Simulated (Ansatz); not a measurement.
Geometry optimisation, Ansatz, RHF/cc-pVDZ.

Input file:

```yaml
crystal:
  periodic: [false, false, false]
  atoms:
    - { symbol: Al, position_ang: [0.045704, -0.346683, 0.271777] }
    - { symbol: "N", position_ang: [-0.087309, -0.108021, 2.117467] }
    - { symbol: H, position_ang: [-0.875124, -0.448763, 2.637997] }
    - { symbol: H, position_ang: [0.73889, -0.18604, 2.683702] }
    - { symbol: O, position_ang: [1.599739, -0.314661, -0.431641] }
    - { symbol: H, position_ang: [1.779158, -0.376161, -1.355307] }
    - { symbol: O, position_ang: [-1.319808, -0.600719, -0.725099] }
    - { symbol: H, position_ang: [-2.220444, -0.642068, -0.451886] }
    - { symbol: H, position_ang: [-0.129721, 2.389046, 0.601226] }
    - { symbol: H, position_ang: [-0.156086, 1.95867, 1.171764] }
basis:
  gaussian: { orbitals: cc-pVDZ }
hamiltonian:
  xc: hf
relax:
  f_tol: 0.03
  max_steps: 50
```

Run as:

```bash
$ ansatz run input.yaml --threads 1 --pin off --max-ram 2048MiB --backend cpu --events-out ev --progress --plain --runs-dir out
```

Task: Where does it end, and by what steps?

Result: The forces met the threshold. The force dipped under the threshold on the way, but the program's further checks kept it going. After 26 steps the energy has fallen by 0.265 eV; H9 moved furthest, 1.61 Å.

```tsv
step	energy less start (eV)	largest force component (eV/Å)	accepted
0	0.0000	1.609	yes
1	-0.1661	0.894	yes
2	-0.2187	0.373	yes
3	-0.1442	1.930	no
4	-0.2372	0.211	yes
5	-0.2434	0.201	yes
6	-0.2457	0.155	yes
7	-0.2469	0.059	yes
8	-0.2473	0.045	yes
9	-0.2477	0.031	yes
10	-0.2480	0.199	yes
11	-0.2489	0.110	yes
12	-0.2495	0.019	yes
13	-0.2509	0.108	yes
14	-0.2495	0.447	no
15	-0.2524	0.118	yes
16	-0.2537	0.183	yes
17	-0.2551	0.201	yes
18	-0.2569	0.260	yes
19	-0.2586	0.279	yes
20	-0.2602	0.238	yes
21	-0.2620	0.173	yes
22	-0.2638	0.107	yes
23	-0.2644	0.120	yes
24	-0.2646	0.071	yes
25	-0.2648	0.039	yes
26	-0.2649	0.014	yes
```

```xyz
10
Properties=species:S:1:pos:R:3
Al 0.109 -0.728 0.130
N -0.019 -0.112 1.789
H -0.866 0.007 2.310
H 0.773 0.091 2.368
O 1.670 -0.917 -0.540
H 1.843 -1.217 -1.416
O -1.251 -1.123 -0.829
H -2.160 -1.066 -0.590
H -0.417 3.565 1.656
H -0.307 2.824 1.643
```

The run took 37 s on 1 thread of Arm Neoverse V2 (shared host), peak memory 0.16 GiB.
